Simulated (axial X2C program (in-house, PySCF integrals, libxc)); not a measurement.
## Spectroscopic constants of ScS⁺

Computed with an axial X2C code built on PySCF integrals. Spin-free means the one-electron spin-free X2C Hamiltonian; two-component (2c) means X2C with spin–orbit coupling and atomic mean-field two-electron Coulomb and Gaunt terms, so the difference of the two also holds small scalar two-electron terms. Basis: Sc dyall-cv3z [10s11p7d5f2g], S dyall-av3z [9s8p3d2f] (cores contracted in-house); Gaussian nuclei, density fitting, unrestricted open shells. Masses: Sc 44.956 u, S 31.972 u.

State, spin-free: M_S = 0, Λ = 0 (closed shell); electrons by block: σα: 10, σβ: 10, π+α: 4, π+β: 4, π-α: 4, π-β: 4. Fragments: Sc+ + S.

State, 2c: Ω = 0 (closed shell); electrons by block: 1/2: 14, -1/2: 14, 3/2: 4, -3/2: 4. Fragments: Sc+ + S.

```csv
Hamiltonian,level,Re (Å),ωe (cm⁻¹),ωexe (cm⁻¹),Be (cm⁻¹),De (eV),D0 (eV),μ (D)
spin-free,PBE0,2.071,638.2,1.57,0.2104,4.73,4.69,-8.29
spin-free,HF,2.078,676.6,1.35,0.209,1.09,1.05,-10.21
spin-free,CCSD,2.096,631.7,1.43,0.2053,3.83,3.79,n/a
spin-free,CCSD(T),2.128,575.7,2.02,0.1993,4.40,4.37,n/a
spin-free,M06,2.079,626.4,1.44,0.2087,5.16,5.12,-8.29
2c,PBE0,2.071,638.2,1.57,0.2104,n/a,n/a,-8.28
2c,HF,2.078,676.5,1.35,0.209,n/a,n/a,-10.20
2c,CCSD,2.096,631.6,1.44,0.2053,n/a,n/a,n/a
2c,CCSD(T),2.128,575.6,2.01,0.1993,n/a,n/a,n/a
2c,M06,2.079,626.3,1.44,0.2087,n/a,n/a,-8.28
```

Correlated methods: 8 electrons correlated (number of frozen shells: Sc 3 s, 2 p; S 2 s, 1 p), 302 virtual spin orbitals or spinors in MP2, 90 natural virtuals in coupled cluster.

Dipoles are positive if S is the positive end and refer to the centre of mass.

The state is a single determinant with fixed occupations, the lowest that a limited PBE0 search found. The closed shell is kept restricted, so the energy runs too high when the bond is stretched far. Dissociation energies refer to the lowest single-determinant-based atoms at the same level and basis. De is not given where an atomic determinant may have missed its ground term or J level, or where the truncated virtual space spoils (T). CCSD and (T) use frozen natural virtuals with an MP2 correction for the truncation; (T) itself is uncorrected, so its De runs slightly low. Without a current term, density functionals place determinants with orbital angular momentum somewhat too high. The outer-core s and p shells of the metal are frozen in the correlated rows, which leaves out core–valence correlation; for alkali and alkaline-earth bonds that tends to lengthen them. The T1 diagnostic is large, a sign of multireference character. The stretched end of a curve changes character and is left out.

No reliable constants came from MP2 (2c), MP2 (spin-free): no minimum in range, unconverged points, a curve that is not smooth, a change of character along it, or the two Hamiltonians disagreeing along it.

Rough cost a point (2c) on 1 thread(s) of a shared host, integrals apart: PBE0 0.8 s, HF 0.4 s, CCSD(T) 3 s, M06 1.2 s.

The whole task took 2.2 min on 1 thread of Intel(R) Xeon(R) 6975P-C (Granite Rapids), on a shared host.
